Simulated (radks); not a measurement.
Valence configurations of neutral rhodium (all share [Kr]). Calculated with a radial shooting solver on a logarithmic mesh with Libxc functionals: Dirac Kohn-Sham, PBE, spin-unpolarised, spherical densities, finite nucleus; open shells are shared between the two j in proportion to 2j + 1; Fermi nuclear charge, rms radius 4.4945 fm. Energies are relative to 4d8 5s1; eigenvalues in eV.

valence,E (eV),e(4d3/2),e(4d5/2),e(5p1/2),e(5p3/2),e(5s1/2)
4d9,-0.911,-3.816,-3.456,-,-,-
4d8.5 5s0.5,-0.632,-4.939,-4.563,-,-,-3.817
4d8 5s1,0.000,-6.179,-5.787,-,-,-4.301
4d7.5 5s1.5,1.025,-7.516,-7.108,-,-,-4.804
4d8 5s0.5 5p0.5,1.759,-7.086,-6.692,-1.408,-1.290,-4.934
4d7 5s2,2.479,-8.936,-8.511,-,-,-5.318
4d7.5 5s1 5p0.5,2.920,-8.386,-7.976,-1.621,-1.481,-5.399
4d8 5p1,3.600,-7.883,-7.486,-1.801,-1.668,-
4d7 5s1 5p1,6.615,-10.529,-10.100,-2.218,-2.040,-6.373
4d7 5p2,11.005,-11.898,-11.463,-2.867,-2.664,-

NIST lists [Kr] 4d8 5s1 as the ground configuration; this level of theory puts 4d9 lower, by 0.911 eV. The energies are those of spherical spin-averaged densities, not of single terms.
